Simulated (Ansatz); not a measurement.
Relaxation of CH6BFN (10 atoms, charge 0, multiplicity 2), to a largest force component of 0.03 eV/Å in at most 50 steps.

Level of theory: UHF/6-31G* in Ansatz.

```xyz
10
Properties=species:S:1:pos:R:3
B -0.002 -0.012 -0.261
H -0.042 -0.254 2.115
C 1.391 0.083 -0.991
H 1.909 -0.873 -0.936
H 1.297 0.351 -2.043
H 2.040 0.813 -0.514
N -1.265 0.052 -0.815
H -2.104 -0.026 -0.283
H -1.427 0.181 -1.793
F -0.237 -0.313 3.011
```

Task: Where does it end, and by what steps?

Result: The run converged. The force dipped under the threshold on the way, but the program's further checks kept it going. After 20 steps the energy has fallen by 0.027 eV; F10 moved furthest, 0.92 Å.

```
step  energy less start (eV)  largest force component (eV/Å)  accepted
   0                  0.0000                           0.117       yes
   1                  0.0022                           0.106        no
   2                 -0.0014                           0.029       yes
   3                 -0.0007                           0.174        no
   4                 -0.0020                           0.099       yes
   5                 -0.0031                           0.062       yes
   6                 -0.0037                           0.234       yes
   7                 -0.0047                           0.262       yes
   8                 -0.0053                           0.429       yes
   9                 -0.0081                           0.216       yes
  10                 -0.0092                           0.483       yes
  11                 -0.0085                           0.719        no
  12                 -0.0148                           0.241       yes
  13                 -0.0198                           0.076       yes
  14                 -0.0205                           0.038       yes
  15                 -0.0244                           0.154       yes
  16                 -0.0131                           0.821        no
  17                 -0.0249                           0.121       yes
  18                 -0.0242                           0.250        no
  19                 -0.0246                           0.134        no
  20                 -0.0267                           0.009       yes
```

```xyz
10
Properties=species:S:1:pos:R:3
B 0.267 -0.013 -0.175
H -0.292 -0.285 2.085
C 1.495 0.094 -1.156
H 2.122 -0.791 -1.091
H 1.195 0.215 -2.196
H 2.126 0.939 -0.891
N -1.079 0.043 -0.482
H -1.791 -0.033 0.212
H -1.428 0.166 -1.410
F -1.056 -0.335 2.595
```

The run took 58 s on 1 thread of Arm Neoverse N1, with other jobs on the host, peak memory 0.15 GiB.
